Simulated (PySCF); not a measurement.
## Sb: ionisation energy

Sb [Kr] 4d10 5s2 5p3 [5p1/2^2 5p3/2^1, M_J = 3/2] → Sb+ [Kr] 4d10 5s2 5p2 [5p1/2^2, M_J = 0], as a difference of total energies. All numbers are calculated (PySCF 2.14, the two-component X2C-1e Hamiltonian, in x2c-SVPall-2c with one added diffuse shell each of s, p type (7s9p4d, 54 functions)). Correlated levels: [Ar] 3d10 frozen; the 6 highest virtual spinors dropped. "Screened" scales the spin-orbit matrix elements by Boettger's factors to mimic the two-electron term; Breit and QED terms are absent.

```json
{"method": "GHF (spin-free)", "ionisation energy (eV)": "8.678", "error (eV)": "+0.070"}
{"method": "GMP2 (spin-free)", "ionisation energy (eV)": "8.978", "error (eV)": "+0.370"}
{"method": "GHF (screened spin-orbit)", "ionisation energy (eV)": "8.785", "error (eV)": "+0.177"}
{"method": "GMP2 (screened spin-orbit)", "ionisation energy (eV)": "8.889", "error (eV)": "+0.281"}
```

Reference: 8.608 eV (measured; NIST Atomic Spectra Database, ionization energies).

The spin-free rows relax to the high-spin LS determinant and lack the spin-orbit shift.

Errors of the correlated levels include the incompleteness of this basis and the frozen core.

The labels give the starting determinants; with spin-orbit coupling the two ends relaxed to ⟨J²⟩ = 3.75, ⟨L²⟩ = 0.07, ⟨S²⟩ = 3.70 and ⟨J²⟩ = 0.00, ⟨L²⟩ = 1.35, ⟨S²⟩ = 1.35.
